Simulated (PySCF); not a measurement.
PySCF input (TPSS/def2-TZVPD):

```python
from pyscf import gto, scf, dft

mol = gto.M(
    atom='''
    Sr   -0.33406487   -0.84412677   -0.58536016
    Cl    1.34919293    1.19623489   -0.26723016
    Cl   -0.60245968    0.69063672    1.57568229
    ''',
    basis='def2-tzvpd',
    ecp='def2-tzvp',
    charge=1,
    spin=1,
    verbose=4,
)

mf = dft.UKS(mol, xc='tpss').density_fit(auxbasis='def2-universal-jkfit')
mf.grids.level = 3
mf.conv_tol = 1e-9
mf.max_cycle = 100
mf.max_memory = 1500
mf.kernel()
if not mf.converged:
    mf = mf.newton()
    mf.kernel(mf.make_rdm1())
for _ in range(2):
    mo, _, stable, _ = mf.stability(return_status=True)
    if stable:
        break
    mf.kernel(mf.make_rdm1(mo, mf.mo_occ))
mf.analyze()
```

End of the output:

```
Extra cycle  E= -951.030343402742  delta_E= -3.18e-12  |g|= 1.98e-06  |ddm|= 4e-06
converged SCF energy = -951.030343402742  <S^2> = 0.7534206  2S+1 = 2.0034177
uhf_internal: lowest eigs of H = [0.68506952 0.69380927 0.70149841]
<class 'pyscf.df.df_jk.DFUKS'> wavefunction is stable in the internal stability analysis
**** SCF Summaries ****
Total Energy =                        -951.030343402742005
Nuclear Repulsion Energy =             123.523166426055084
One-electron Energy =                -1561.054735084524737
Two-electron Energy =                  486.501225255727547
Two-electron Coulomb Energy =          547.240567215993906
DFT Exchange-Correlation Energy =      -60.739341960266351
HOMO-LUMO gap [eV] =                     1.276885432263501
**** MO energy ****
                             alpha | beta                alpha | beta
MO #1   energy= -101.150244530882  | -101.146489866577  occ= 1 | 1
MO #2   energy= -101.150230730468  | -101.146477571209  occ= 1 | 1
MO #3   energy= -9.39886869810978  | -9.39587248921928  occ= 1 | 1
MO #4   energy= -9.39884763106189  | -9.39585277864377  occ= 1 | 1
MO #5   energy= -7.17970326313058  | -7.16998966467511  occ= 1 | 1
MO #6   energy= -7.17968295753631  | -7.16997205603945  occ= 1 | 1
MO #7   energy= -7.16956982548487  | -7.16756848716259  occ= 1 | 1
MO #8   energy= -7.16953702149381  | -7.16753776451821  occ= 1 | 1
MO #9   energy= -7.16819487543488  | -7.16622604281087  occ= 1 | 1
MO #10  energy= -7.16818801492347  | -7.1662200152706   occ= 1 | 1
MO #11  energy= -1.74544628516605  | -1.74560538103644  occ= 1 | 1
MO #12  energy= -1.06502609175245  | -1.06447476803952  occ= 1 | 1
MO #13  energy= -1.06429517284592  | -1.06444939513631  occ= 1 | 1
MO #14  energy= -1.06206003511822  | -1.06212146435647  occ= 1 | 1
MO #15  energy= -0.913937289258396 | -0.892267432000664 occ= 1 | 1
MO #16  energy= -0.889369325741144 | -0.867594232286729 occ= 1 | 1
MO #17  energy= -0.518844008451252 | -0.483841821049577 occ= 1 | 1
MO #18  energy= -0.473095263563413 | -0.462002973910822 occ= 1 | 1
MO #19  energy= -0.461609114047144 | -0.454771769817533 occ= 1 | 1
MO #20  energy= -0.45849948923101  | -0.45195740076758  occ= 1 | 1
MO #21  energy= -0.434088774822884 | -0.427226696267189 occ= 1 | 1
MO #22  energy= -0.419560308821339 | -0.372635634299982 occ= 1 | 0
MO #23  energy= -0.260177290248544 | -0.259837995396449 occ= 0 | 0
MO #24  energy= -0.21647874304821  | -0.216439261002563 occ= 0 | 0
MO #25  energy= -0.215493641715961 | -0.215453361241782 occ= 0 | 0
MO #26  energy= -0.215490176275184 | -0.214276786758368 occ= 0 | 0
MO #27  energy= -0.213818228489623 | -0.213415989375865 occ= 0 | 0
MO #28  energy= -0.200939865099608 | -0.199842830373919 occ= 0 | 0
MO #29  energy= -0.158946004494541 | -0.158733441149498 occ= 0 | 0
MO #30  energy= -0.125853914101656 | -0.122741509588622 occ= 0 | 0
MO #31  energy= -0.10469191624434  | -0.102386453867228 occ= 0 | 0
MO #32  energy= -0.0767415305568949 | -0.0753097898689135 occ= 0 | 0
MO #33  energy= -0.0583226388463332 | -0.0551708719017218 occ= 0 | 0
MO #34  energy= -0.0542867444392726 | -0.0535467540712682 occ= 0 | 0
MO #35  energy= -0.0539676367174175 | -0.0514504112824486 occ= 0 | 0
MO #36  energy= -0.0526628537706693 | -0.0506688028427009 occ= 0 | 0
MO #37  energy= -0.0455526818704689 | -0.0450059340157025 occ= 0 | 0
MO #38  energy= -0.0324095137839046 | -0.0322204042148096 occ= 0 | 0
MO #39  energy= -0.026559918811393 | -0.024824586938699 occ= 0 | 0
MO #40  energy= -0.0227497422548987 | -0.0220668697098735 occ= 0 | 0
MO #41  energy= -0.0167753486227497 | -0.0146757133612261 occ= 0 | 0
MO #42  energy= -0.0135987798692299 | -0.00998731134400099 occ= 0 | 0
MO #43  energy= -0.0076408152155053 | -0.00615265024333583 occ= 0 | 0
MO #44  energy= -0.00718041790170543 | -0.00570235976210554 occ= 0 | 0
MO #45  energy= 0.00634229225670074 | 0.0104873789440378 occ= 0 | 0
MO #46  energy= 0.0077618092112447 | 0.0151323015699563 occ= 0 | 0
MO #47  energy= 0.013432128072875  | 0.0194342892028923 occ= 0 | 0
MO #48  energy= 0.0439785201200855 | 0.049845528762516  occ= 0 | 0
MO #49  energy= 0.0712647598011427 | 0.0739886432441998 occ= 0 | 0
MO #50  energy= 0.0812637669865264 | 0.0832677522082874 occ= 0 | 0
MO #51  energy= 0.0822617482226668 | 0.0860885265576368 occ= 0 | 0
MO #52  energy= 0.0968732479826254 | 0.109552173665439  occ= 0 | 0
MO #53  energy= 0.108457934915905  | 0.110229580942686  occ= 0 | 0
MO #54  energy= 0.118524549808753  | 0.126454492471885  occ= 0 | 0
MO #55  energy= 0.134005921450953  | 0.139421814869643  occ= 0 | 0
MO #56  energy= 0.135165445621217  | 0.143247997195529  occ= 0 | 0
MO #57  energy= 0.139483287378082  | 0.150464401913374  occ= 0 | 0
MO #58  energy= 0.170515292353703  | 0.181615221693033  occ= 0 | 0
MO #59  energy= 0.312076123351106  | 0.314700167655156  occ= 0 | 0
MO #60  energy= 0.313967745986731  | 0.32650007020722   occ= 0 | 0
MO #61  energy= 0.338287724677512  | 0.340045114864743  occ= 0 | 0
MO #62  energy= 0.359217462621615  | 0.363738588783004  occ= 0 | 0
MO #63  energy= 0.387489309225887  | 0.389841934398929  occ= 0 | 0
MO #64  energy= 0.392206328042016  | 0.39499733894981   occ= 0 | 0
MO #65  energy= 0.393823344230675  | 0.395313456260858  occ= 0 | 0
MO #66  energy= 0.395586744519959  | 0.400467987644067  occ= 0 | 0
MO #67  energy= 0.413034800734769  | 0.425262065641707  occ= 0 | 0
MO #68  energy= 0.420528193037955  | 0.429998517094334  occ= 0 | 0
MO #69  energy= 0.433053877213427  | 0.444217601422756  occ= 0 | 0
MO #70  energy= 0.438080777139825  | 0.446186110881091  occ= 0 | 0
MO #71  energy= 0.43866225221069   | 0.451387436925852  occ= 0 | 0
MO #72  energy= 0.439815461546808  | 0.45632952843913   occ= 0 | 0
MO #73  energy= 0.447461388371566  | 0.457827581254436  occ= 0 | 0
MO #74  energy= 0.449901401340077  | 0.464574380248353  occ= 0 | 0
MO #75  energy= 0.4533344204222    | 0.467363468185909  occ= 0 | 0
MO #76  energy= 0.467128905501981  | 0.471631753650444  occ= 0 | 0
MO #77  energy= 0.514464669062924  | 0.522668446834374  occ= 0 | 0
MO #78  energy= 0.529532232873295  | 0.539600062846616  occ= 0 | 0
MO #79  energy= 0.635083786993442  | 0.639945267449247  occ= 0 | 0
MO #80  energy= 0.63998398029159   | 0.649956130959369  occ= 0 | 0
MO #81  energy= 0.671676416853426  | 0.672689680361623  occ= 0 | 0
MO #82  energy= 0.707287897638926  | 0.71128875508936   occ= 0 | 0
MO #83  energy= 0.74594746280344   | 0.75388358922318   occ= 0 | 0
MO #84  energy= 0.92143462433831   | 0.929101808396635  occ= 0 | 0
MO #85  energy= 0.9285921791528    | 0.937494329324938  occ= 0 | 0
MO #86  energy= 1.5731269474199    | 1.59107576712205   occ= 0 | 0
MO #87  energy= 1.6391143702549    | 1.65677014182401   occ= 0 | 0
MO #88  energy= 1.68736759177057   | 1.70296489490967   occ= 0 | 0
MO #89  energy= 1.7312466385889    | 1.73819659877347   occ= 0 | 0
MO #90  energy= 1.73776327430497   | 1.74712247306753   occ= 0 | 0
MO #91  energy= 1.74080490832154   | 1.74724672755658   occ= 0 | 0
MO #92  energy= 1.77840099938397   | 1.79633464059113   occ= 0 | 0
MO #93  energy= 1.78349645665302   | 1.79955667339611   occ= 0 | 0
MO #94  energy= 1.78912011355832   | 1.8013702723555    occ= 0 | 0
MO #95  energy= 1.79117300042791   | 1.81492926598478   occ= 0 | 0
MO #96  energy= 1.86207412608368   | 1.88977768691332   occ= 0 | 0
MO #97  energy= 1.86322427833777   | 1.89062404689216   occ= 0 | 0
MO #98  energy= 1.88321098033261   | 1.90396954787062   occ= 0 | 0
MO #99  energy= 1.8920674230395    | 1.91026647811709   occ= 0 | 0
MO #100 energy= 1.89355938574491   | 1.91139372150706   occ= 0 | 0
MO #101 energy= 1.90066478744948   | 1.91331531400089   occ= 0 | 0
MO #102 energy= 1.90313541233477   | 1.91898497174699   occ= 0 | 0
MO #103 energy= 1.90823448969966   | 1.92863719930489   occ= 0 | 0
MO #104 energy= 1.92001522263412   | 1.92883780091442   occ= 0 | 0
[...]
```
